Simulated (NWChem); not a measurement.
# CH$_{5}$Bi; SMILES [CH3][BiH2]

Program: NWChem. Coordinates come from a PBE-D3(BJ)/def2-SVP optimisation. def2 effective core potentials on Bi; no spin-orbit coupling.

For level B3LYP/def2-SVP:

```yaml
highest occupied level (eV): -6.98
orbital gap (eV): 6.65
```

Q: What are these values for level BLYP/def2-SVP?

A: The highest occupied level (eV) is -6.01 and the orbital gap (eV) is 5.25.
